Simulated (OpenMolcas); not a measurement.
A calculation on Ar⁺.

```
Program             : OpenMolcas 26.06
Method              : RASSCF
Basis               : ANO-RCC-VQZP [6s5p3d2f1g]
Scalar Hamiltonian  : DKH2, point nucleus
Active space        : 7 electrons in 9 orbitals (RAS2 3s 3p; RAS3 3d, at most 2 electrons)
State averaging     : 2S+1 = 2 odd, 3 roots; 2S+1 = 2 even, 1 root
Spin-orbit coupling : state interaction with AMFI integrals over the reference wave functions, term energies averaged over their components
```

Q: Which level of the active space comes out lowest?

A: 3s² 3p⁵ ²P°_3/2, with 100 % of that term; it is also the measured ground level.

Q: How high does 3s² 3p⁵ ²P°_1/2 lie?

A: 1282 cm⁻¹ above the lowest level; measured 1432 cm⁻¹ above the ground level, so the calculation is off by -10 %.

Q: How high does 3s 3p⁶ ²S_1/2 lie?

A: 113760 cm⁻¹ above the lowest level; measured 108722 cm⁻¹ above the ground level, so the calculation is off by +5 %.

Measured values: NIST Handbook of Basic Atomic Spectroscopic Data.

Without dynamic correlation excited terms often stand tens of per cent too high (terms of higher spin than the ground term too low), and those without a measured partner can miss by more than the paired ones. Active for correlation alone: 3d; no level in the range computed is led by a configuration that fills it, so any true level of that kind is missing. Some terms mix strongly with configurations of 3d, whose occupation reaches 0.33 (3s 3p⁶ ²S). Computed and measured levels are paired by configuration, term and J; levels that our copy of the source lacks, or whose pairing is in doubt (as where it misses far off the trend of its configuration), stay unpaired and out of the deviations. Levels of configurations outside the active space are missing.

° marks odd parity.
